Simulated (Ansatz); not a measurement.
Consider the formal exchange of groups at the Sn–Si bond: `[SiH3][NH][SnH2][SiH3]` + `NC(N)=CO` → `[OH][SnH2][NH][SiH3]` + `NC(N)=C[SiH3]`.

Calculated with Ansatz (gas phase, PBE0-D4/def2-TZVP geometries, no zero-point term in ΔE). CBS: MP2 limit from def2 TZ/QZ plus the TZ coupled-cluster correction, frozen cores. def2 core potentials past Kr. For Sn outer-core shells are correlated without core-valence functions, which leaves a few kJ/mol of doubt a bond. One conformer a species, not always the lowest.

| species | CCSD(T)/CBS(def2) energy (Eh) |
| --- | --- |
| `[SiH3][NH][SnH2][SiH3]` | -852.30926 |
| `NC(N)=CO` | -264.26075 |
| `[OH][SnH2][NH][SiH3]` | -637.22589 |
| `NC(N)=C[SiH3]` | -479.38817 |

Question: Work out ΔE.

Answer: ΔE = (-637.22589) + (-479.38817) − (-852.30926) − (-264.26075) = -0.04405 Eh = -115.7 kJ/mol.

Largest T1 diagnostic among the species: 0.013.
